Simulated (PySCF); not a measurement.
A structure optimised at B3LYP-D3(BJ)/def2-SVP, used in a PySCF frequency run:

```xyz
15

C     -2.0393    -0.2848     0.0860
C     -0.6466    -0.8063     0.0424
N      0.3366     0.2100    -0.3023
C      0.4612     1.2342     0.7157
C      1.6190    -0.3570    -0.6597
H     -2.3362     0.5034    -0.6108
H     -2.8092    -0.7973     0.6672
H     -0.5767    -1.6041    -0.7286
H     -0.4003    -1.3185     1.0062
H      1.1220     2.0413     0.3620
H      0.8814     0.8457     1.6738
H     -0.5242     1.6704     0.9372
H      2.3046     0.4393    -0.9903
H      1.5028    -1.0705    -1.4908
H      2.1137    -0.8960     0.1832
```
Charge 0, spin multiplicity 2.

**Question.** Write its SMILES and formula.

**Answer.** [CH2]CN(C)C, C4H10N

**Question.** What are its rotational constants (standard atomic weights)?

**Answer.** 8.2033, 3.7765, 2.8754 GHz
